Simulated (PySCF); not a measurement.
# KSi: energy against distance

Set-up: PySCF, spin-free X2C with a Gaussian nucleus, basis sets K x2c-SVPall, Si x2c-SVPall. Energies in eV from K + Si in their ground configurations at the same level. State: ⁴Σ⁻ (quartet), unpaired electrons σ ↑, π ↑↑.

All columns are PBE0. A positive dipole means K(−)Si(+).

| R (Å) | E (eV) | μ (D) | Mulliken charge on K (basis-dependent) | HOMO (eV) | LUMO (eV) | Mayer bond order | ⟨S²⟩ |
| --- | --- | --- | --- | --- | --- | --- | --- |
| 2.636 | -1.171 | -8.06 | 0.56 | -4.07 | -1.32 | 0.78 | 3.75 |
| 2.759 | -1.364 | -8.46 | 0.56 | -3.98 | -1.38 | 0.77 | 3.75 |
| 2.881 | -1.469 | -8.85 | 0.55 | -3.88 | -1.44 | 0.78 | 3.75 |
| 2.973 | -1.505 | -9.12 | 0.54 | -3.82 | -1.49 | 0.79 | 3.75 |
| 3.065 | -1.514 | -9.38 | 0.53 | -3.76 | -1.53 | 0.80 | 3.75 |
| 3.157 | -1.503 | -9.63 | 0.52 | -3.70 | -1.58 | 0.80 | 3.75 |
| 3.280 | -1.464 | -9.94 | 0.51 | -3.63 | -1.64 | 0.80 | 3.75 |
| 3.433 | -1.391 | -10.29 | 0.50 | -3.56 | -1.71 | 0.79 | 3.75 |
| 3.617 | -1.281 | -10.63 | 0.49 | -3.50 | -1.79 | 0.76 | 3.75 |
| 3.862 | -1.120 | -10.94 | 0.47 | -3.46 | -1.88 | 0.72 | 3.75 |

A fit through these points gives, at Re = 3.056 Å, μ = -9.36 D and dμ/dR = -2.80 D/Å; the reduced mass is 16.28 u.

Q: How strong is the fundamental in the double-harmonic approximation, I = 42.26·(dμ/dR)²/μred km/mol?

A: I = 42.26·(-2.80)²/16.28 = 20.4 km/mol at PBE0.

The state is the lowest determinant that a PBE0 search found; another state may lie lower at other levels.
